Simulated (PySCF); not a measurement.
## Stretching BiC

Set-up: Bi aug-cc-pVDZ-PP with ECP60, C aug-cc-pVDZ; scalar-relativistic core potentials (PySCF 2.14). Energies in eV from Bi + C in their ground configurations at the same level. All curves are PBE0. state 1: Ms = 0.5 determinant of mixed spin (⟨S²⟩ near 1.2), unpaired electrons σ ↑; state 2: ²Π (doublet), unpaired electrons π ↑, a second solution, started from another occupation; state 3: Ms = 1.5 determinant of mixed spin (⟨S²⟩ near 4.1), unpaired electrons σ ↑, π ↑↑, a mixture of terms (⟨Lz²⟩ = 2.0), a second solution, started from another occupation; state 4: ⁴Π (quartet), unpaired electrons π ↑↑↑, a second solution, started from another occupation.

```
R (Å)  state 1  state 2  state 3  state 4
1.723   -1.504   -0.255    1.221    2.725
1.803   -2.203   -1.278    0.118    1.303
1.883   -2.560   -1.908   -0.602    0.298
1.943   -2.673   -2.186   -0.956   -0.246
2.003   -2.696   -2.337   -1.189   -0.651
2.063   -2.657   -2.388   -1.330   -0.942
2.143   -2.537   -2.335   -1.414   -1.192
2.243   -2.321   -2.133   -1.401   -1.338
2.364   -2.013   -1.764   -1.280   -1.346
2.524   -1.574   -1.157   -1.023   -1.180
```

Q: Put a parabola through the three lowest points of the state 1 curve and estimate Re, k and ωe (reduced mass 11.35 u; 1 eV/Å² = 0.16022 mdyn/Å; ωe = 1302.8·√(k/μ) cm⁻¹).

A: Through R = 1.943, 2.003, 2.063 Å the second-order coefficient is 8.61 eV/Å², so Re ≈ 1.995 Å, k ≈ 2.76 mdyn/Å and ωe ≈ 642 cm⁻¹. A polynomial fit of higher order to the unrounded PBE0 energies gives Re = 1.991 Å, k = 2.98 mdyn/Å, ωe = 667 cm⁻¹; anharmonicity and rounding make the difference.

The higher-order fit for each curve: state 1: Re = 1.991 Å, ωe = 667 cm⁻¹, De = 2.70 eV; state 2: Re = 2.069 Å, ωe = 712 cm⁻¹, minimum 2.39 eV below the ground-state fragments; state 3: Re = 2.180 Å, ωe = 515 cm⁻¹, minimum 1.42 eV below the ground-state fragments; state 4: Re = 2.307 Å, ωe = 492 cm⁻¹, minimum 1.36 eV below the ground-state fragments.

⟨S²⟩ of the unrestricted solution departs from its pure value on part of the curve, where spin states mix. These are scalar-relativistic numbers at best; spin–orbit coupling would shift them, the dissociation energy most. The state was picked by a PBE0 search and need not be the measured ground state.
